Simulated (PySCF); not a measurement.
**HgH2 at several levels of theory**

Computed with PySCF 2.14.0 (density fitting, no spin-orbit coupling) at the geometry relaxed with PBE0:

```xyz
3
HgH2 (singlet)
Hg    0.0000    0.0000    0.4827
H     1.6562    0.0000    0.4831
H    -1.6562    0.0000    0.4831
```

```tsv
level	basis	state	HOMO (eV)	gap (eV)	charge on Hg1 (e)	dipole about the centre of mass (D)	largest force component (eV/Å)
PBE0	Hg def2-SVP with ECP60, H def2-SVP	singlet	-8.00	7.48	0.27	0.00	0.00
PBE	the same	singlet	-6.88	5.69	0.23	0.00	0.16
BLYP	the same	singlet	-6.78	5.59	0.24	0.00	0.29
```

Charges are Mulliken's, which hang on the basis. The relaxation used the grid (50, 194), these runs (75, 302) or, all-electron (x2c bases, spin-free X2C Hamiltonian), (99, 590).

Problem. What does PBE0 with Hg def2-TZVP with ECP60, H def2-TZVP give here?

Solution. state singlet, HOMO (eV) -8.08, gap (eV) 7.30, charge on Hg1 (e) 0.20, dipole about the centre of mass (D) 0.00, largest force component (eV/Å) 0.12. Time: 2 s on 2 threads of Arm Neoverse V1 (shared host), from free ions and atoms.

In the first row's basis the gap widens with exact exchange: 5.6 to 5.7 eV for BLYP, PBE (none); 7.5 eV for PBE0 (a fixed share).
